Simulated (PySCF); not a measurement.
Computed IR spectrum (relative IR intensity) of a molecule C2H4BFO2. Geometry: PBE-D3(BJ)/def2-SVP. One conformer was computed; it need not be the lowest. Method: PBE-D3(BJ)/def2-SVP run with PySCF 2.14.0. Harmonic, unscaled wavenumbers; measured fundamentals usually lie a few per cent lower.

Lines under 2 % of the strongest are left out, and lines within 2 cm⁻¹ are merged.

ν (cm⁻¹): 488 (vw), 568 (vw), 766 (w), 877 (w), 964 (vw), 1080 (vw), 1130 (vw), 1197 (vs), 1323 (m), 1383 (s), 1837 (m), 2615 (m) (against the strongest line: vs over 80 %, s over 45 %, m over 15 %, w over 4 %, vw less)

**Question.** Which structure fits?
A. O=CB(F)CO
B. CB(F)OC=O
C. C=COB(O)F
D. CC(=O)OBF

**Answer.** D, CC(=O)OBF
